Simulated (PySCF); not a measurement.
SMILES O=C1[CH]CCC1, doublet (PBE0/def2-SVP optimised geometry):

```
13

O      2.259    -0.446     1.047
C      1.082    -0.183     0.859
C      0.557     0.855     0.000
C     -0.925     0.855     0.000
C     -1.299     0.022     1.244
C     -0.113    -0.918     1.465
H      1.198     1.501    -0.604
H     -1.363     1.868     0.000
H     -1.299     0.375    -0.929
H     -1.401     0.697     2.109
H     -2.259    -0.501     1.130
H     -0.234    -1.868     0.914
H      0.079    -1.182     2.515
```

Computed with unrestricted PBE0/def2-TZVP run with PySCF.

**Question.** What are the frontier orbital energies (α orbitals alone; a β orbital can be the lowest empty one) and the dipole moment?

**Answer.** HOMO-2 -9.64 eV, HOMO-1 -7.19 eV, HOMO -6.89 eV, LUMO 0.53 eV, LUMO+1 0.97 eV; dipole moment 3.68 D.

On the same geometry unrestricted PBE/def2-TZVP (PySCF) gives HOMO-2 -8.16 eV, HOMO-1 -5.60 eV, HOMO -5.52 eV, LUMO -0.53 eV, LUMO+1 0.18 eV; dipole moment 3.61 D.

Meta-Löwdin charges at PBE0/def2-TZVP: O1 -0.42, C2 0.33, C3 -0.10, C4 -0.21, C5 -0.20, C6 -0.26, H7 0.14, H8 0.13, H9 0.13, H10 0.11, H11 0.11, H12 0.13, H13 0.13.
